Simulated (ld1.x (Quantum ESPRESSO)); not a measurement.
## What one change does to a pseudopotential (P, TM)

phosphorus (P), norm-conserving Troullier–Martins (Kleinman–Bylander form), made with ld1.x (Quantum ESPRESSO) 7.5 (LDA (PZ), non-relativistic). Core [Ne], reference 3s2 3p2.5 (charge +0.5). Waves: 3s (bound): rc 1.25 bohr; 3p (bound): rc 1.65 bohr; 3d channel at 0.3 Ry: rc 1.35 bohr. Local part: all-electron potential smoothed inside 1.45 bohr (lloc = -1). Core correction: Bessel-smoothed model core inside 1.00 bohr.

Change: wave 3p (bound): rc 1.65 bohr becomes 3p (bound): rc 1.26 bohr.

Cutoffs: the cutoffs (Ry, on a coarse ladder) from which the occupation-weighted sum of valence levels, in a spherical-Bessel basis at the reference potential, stays within 10 and 1 mRy of its value at 400 Ry; they do not see the model core or the augmentation charge, which bear on the density cutoff. Errors are all-electron minus pseudo energies relative to the spin-unpolarised reference configuration.

Problem. What does the change do?

Solution. The potential gets harder (45 Ry and 100 Ry → 70 Ry and 120 Ry); of the 9 tests that both files solve, the error grows in 1 and shrinks in 4 by more than 15 % and 0.3 meV (median size 2.1 → 3.2 meV); neither file shows a bound ghost. A smaller radius makes the pseudo-wave follow the all-electron one further in, where it bends more sharply, so more plane waves are needed.

| quantity | base | changed |
| --- | --- | --- |
| cutoff, loose | 45 Ry | 70 Ry |
| cutoff, tight | 100 Ry | 120 Ry |
| loose cutoff by channel (10 mRy a level) | s 40 Ry, p 8 Ry | s 40 Ry, p 50 Ry |
| bound ghosts | none | none |
| error for 3s2 3p3, meV [ΔE -3.83 eV] | +0.9 | +1.0 |
| error for 3s2 3p2, meV [ΔE 6.01 eV] | +1.7 | +1.7 |
| error for 3s2 3p1, meV [ΔE 25.27 eV] | +24 | +22 |
| error for 3s1 3p4, meV [ΔE 4.58 eV] | -2.1 | +0.5 |
| error for 3s1 3p3, meV [ΔE 14.98 eV] | +1.5 | +5.2 |
| error for 3s2 3p3.3, meV [ΔE -5.17 eV] | +1.9 | +2.0 |
| error for 3s1 3p0, meV [ΔE 107.24 eV] | +210 | +167 |
| error for 3s2 3p2.5 (spin-polarised), meV [ΔE -1.18 eV] | +14 | +3.2 |
| error for 3s2 3p3 (spin-polarised), meV [ΔE -5.34 eV] | +18 | +6.1 |
